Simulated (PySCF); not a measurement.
Ge(Et)(OH)3 (C2H8GeO3), SMILES [Ge]([OH])([OH])([OH])[CH2]C.

Geometry optimised at B3LYP-D3(BJ)/def2-SVP. The values are those of a single conformer.

Calculation: M06-2X/def2-TZVP (PySCF).

The molecule is in vacuum.

Computed frontier levels, gap, dipole moment and polarisability:
The highest occupied level is -9.68 eV. The lowest empty level is 0.75 eV, the orbital gap is 10.43 eV and the dipole moment is 0.423 e·Å. The quadrupole, principal values (traceless, Buckingham form, about the centre of nuclear charge) comes out as -14.54, 4.47, 10.07 D·Å and the mean static polarisability comes out as 60.5 bohr³ (8.96 Å³). The polarisability, principal values comes out as 57.0, 57.1, 67.3 bohr³.
